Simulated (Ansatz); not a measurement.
MoSeBr4⁺. Total charge 1; doublet. Geometry r2SCAN-D4/def2-SVP, that of the neutral singlet; atoms count from 1.

```tsv
atom	x (Å)	y (Å)	z (Å)
Mo1	0.0217	0.0176	0.0107
Se2	1.6217	1.3271	0.8011
Br3	0.9625	-0.8843	-2.0755
Br4	-1.3228	1.5079	-1.4115
Br5	-1.7845	0.2119	1.6693
Br6	0.5013	-2.1802	1.0059
```

In the def2 sets Mo takes a core potential; there is no spin–orbit coupling.

Q: Estimate the Mulliken populations from the PBE0/def2-SVP orbitals of Ansatz.

A: 
```
atom  charge (e)  spin (α − β)  d electrons
 Mo1       -0.10         -0.24         4.67
 Se2        0.41          0.03            –
 Br3        0.17          0.30            –
 Br4        0.17          0.30            –
 Br5        0.17          0.30            –
 Br6        0.17          0.30            –
```
Mulliken values and Mayer orders depend strongly on the basis.

Q: Where does the spin sit?

A: Summed by element: Mo -0.24, Se 0.03, Br 1.21, of 1 unpaired in all. Largest on single atoms: Br4 0.30, Br5 0.30, Br3 0.30.

Q: And the Mayer bond orders between bonded heavy atoms (over 0.3)?

A: Mo1–Se2 2.50 (2.21 Å); Mo1–Br3 1.20 (2.46 Å); Mo1–Br4 1.20 (2.46 Å); Mo1–Br5 1.20 (2.46 Å); Mo1–Br6 1.20 (2.46 Å).
